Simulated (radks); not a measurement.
Spherical quantum dot in the effective-mass picture: electrons in a hard-walled sphere of radius 1.8, with a point charge +1 (a donor) at the centre, all in effective atomic units (hartree* = m*/eps^2 hartree, bohr* = eps/m* bohr), one dielectric constant everywhere. Method: non-relativistic Kohn-Sham, PBE, spin-polarised, spherical densities; computed with a radial shooting solver with Libxc functionals. Levels are named by radial order and angular momentum (1s, 1p, 1d, 2s, ...), and open shells are averaged over m.

N = 17, configuration 1s2 1p6 1d(up 5, down 4). This is the lowest configuration that the search found. Occupied and some empty levels:

level    occupation  eigenvalue (hartree*)  <r> (bohr*)
1s up             1                 13.225        1.002
1s down           1                 13.251       0.9994
1p up             3                 14.495        1.151
1p down           3                 14.528        1.150
1d up             5                 16.204        1.226
1d down           4                 16.239        1.226
2s up             0                 17.273       0.8244
2s down           0                 17.285       0.8255
1f up             0                 18.369        1.279
1f down           0                 18.405        1.279
2p up             0                 20.727       0.9388
2p down           0                 20.746       0.9386

Energy (hartree*): total 152.070, kinetic 70.205, external -15.750, Hartree 111.75, exchange-correlation -14.139.

Electron density:

r (bohr*)  n(r) (e/bohr*^3)
0.0931               0.5348
0.228                0.4845
0.362                0.5158
0.497                0.6241
0.631                0.8017
0.766                 1.024
0.901                 1.243
1.03                  1.385
1.17                  1.370
1.30                  1.149
1.44                 0.7585
1.57                 0.3325
1.71                0.05539
